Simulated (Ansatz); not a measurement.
Ansatz results at the PBE0-D4/def2-TZVP geometry: HOMO–LUMO gap (PBE/def2-TZVPP) 3.71 eV; HOMO energy (B3LYP/def2-TZVPP) -6.93 eV; HOMO–LUMO gap (B3LYP/def2-TZVPP) 5.54 eV.

Each molecule was computed in one conformer, which needn't be the lowest.

Q: Which molecule gave them?
A. `B[CH]([SiH3])[GeH3]`
B. `BC(=N)CS`
C. `NBC1BC1`
D. `[CH3][Sb]1[NH]C[O]1`

A: C. The others give `B[CH]([SiH3])[GeH3]`: 4.98, -8.31, 6.81; `[CH3][Sb]1[NH]C[O]1`: 2.72, -6.20, 4.34; `BC(=N)CS`: 4.01, -6.80, 5.93.

B3LYP here is the variant with VWN-RPA as its local correlation; programs differ in this.
